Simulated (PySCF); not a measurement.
# Computed vibrations of TlF3

TlF3 (singlet). PySCF 2.14.0, RKS PBE0, Tl def2-SVP with ECP60, F def2-SVP; non-relativistic Hamiltonian with scalar-relativistic core potentials where named; density fitting; no spin-orbit coupling. Central differences of gradients.

```xyz
4

Tl   -0.0192    0.0000    0.0000
F    -0.8961    0.0000    1.8078
F    -0.8961    0.0000   -1.8078
F     1.9992    0.0000    0.0000
```

Run from Python with OMP_NUM_THREADS=2. Where DIIS fails, smearing, a level shift and second-order steps follow.
It took 12 s on 2 threads of Arm Neoverse V2, on a shared host.

(1) What are the harmonic wavenumbers and infrared intensities?

(2) Is this a minimum?

Answers

(1) Modes are labelled in C2v; negative numbers are unstable modes, those under 60 cm⁻¹ near the noise; a finer grid moves soft modes by up to 10 cm⁻¹.
```
cm⁻¹  km/mol  symmetry
  70    25.5        b2
 105    28.5        a1
 135    31.2        b1
 567     0.8        a1
 574    58.0        a1
 594    59.9        b2
```

(2) Yes. Ideal gas at 298.15 K and 1 bar: S = 332.7 J/(mol K), Cp = 71.2 J/(mol K), H − H(0 K) = 17.0 kJ/mol (rigid rotor, harmonic modes, spin degeneracy alone).
